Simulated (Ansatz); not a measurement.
C2H5BO3 (`CBOC(=O)O`), relaxed with RKS PBE-D4/def2-SVP in Ansatz from a rough embedded geometry. The force threshold is 0.03 eV/Å; the program also tests the step.

Charge 0, multiplicity 1.

Start:

```xyz
11

C    -1.968    0.254   -0.972
B    -0.800   -0.099    0.093
O     0.670    0.135   -0.228
C     1.620   -0.186    0.694
O     1.461   -0.705    1.792
O     2.992    0.088    0.267
H    -1.882    1.382   -1.166
H    -1.778   -0.270   -1.869
H    -2.943    0.088   -0.577
H    -1.138   -0.558    1.116
H     3.765   -0.130    0.850
```

Q: By how much does the energy fall, and how many steps does the optimiser take? (Estimate.)

A: Ansatz gave: 111.38 kJ/mol, in 20 steps, 2 of them rejected.

Q: Which bonds change most? (An estimate is asked.)

A: The calculation gave: B2–O3 from 1.522 to 1.388 Å; C4–O6 from 1.463 to 1.347 Å; C1–B2 from 1.620 to 1.561 Å; C1–H8 from 1.057 to 1.112 Å.

Q: Give the relaxed structure. (Estimate.)

A: Computed: 
```xyz
11

C    -1.806    0.336   -0.929
B    -0.696   -0.275   -0.018
O     0.571    0.289   -0.065
C     1.567   -0.087    0.792
O     1.423   -0.555    1.897
O     2.744    0.191    0.200
H    -1.474    1.196   -1.542
H    -2.218   -0.451   -1.598
H    -2.668    0.651   -0.299
H    -0.874   -1.232    0.711
H     3.431   -0.062    0.851
```
